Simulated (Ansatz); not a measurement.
One change: `[CH3][GeH]([Cl])[CH]=O` becomes `[CH3][GeH]([F])[Cl]`.

Ansatz, PBE0-D4/def2-TZVP geometries, multiplicity 1. Each molecule was computed in one conformer, which needn't be the lowest.

Scalar relativity is left out up to krypton.

```json
{"property": "HOMO–LUMO gap (PBE0/def2-TZVPP) / eV", "`[CH3][GeH]([Cl])[CH]=O`": "5.43"}
{"property": "HOMO energy (PBE0/def2-TZVPP) / eV", "`[CH3][GeH]([Cl])[CH]=O`": "-7.21"}
{"property": "size of the dipole moment (PBE/def2-TZVPP) / D", "`[CH3][GeH]([Cl])[CH]=O`": "1.12"}
{"property": "HOMO energy (PBE/def2-TZVPP) / eV", "`[CH3][GeH]([Cl])[CH]=O`": "-5.83"}
{"property": "HOMO energy (B3LYP/def2-TZVPP) / eV", "`[CH3][GeH]([Cl])[CH]=O`": "-7.02"}
{"property": "size of the dipole moment (B3LYP/def2-TZVPP) / D", "`[CH3][GeH]([Cl])[CH]=O`": "1.16"}
```

Problem. What does the change do to each property? (Estimate.)

Solution. The calculation gave: 
```tsv
property	`[CH3][GeH]([F])[Cl]`	shift
HOMO–LUMO gap (PBE0/def2-TZVPP) / eV	9.09	3.66
HOMO energy (PBE0/def2-TZVPP) / eV	-8.90	-1.69
size of the dipole moment (PBE/def2-TZVPP) / D	2.81	1.69
HOMO energy (PBE/def2-TZVPP) / eV	-7.50	-1.67
HOMO energy (B3LYP/def2-TZVPP) / eV	-8.64	-1.62
size of the dipole moment (B3LYP/def2-TZVPP) / D	2.93	1.77
```

With PBE0 the HOMO falls by 1.69 eV and the LUMO rises by 1.97 eV, so the gap widens by about 3.66 eV. PBE moves the HOMO by -1.67 eV and ωB97M-V by -1.68 eV. Dipoles are sizes alone; their direction can turn.

B3LYP here is the variant with VWN-RPA as its local correlation; programs differ in this.
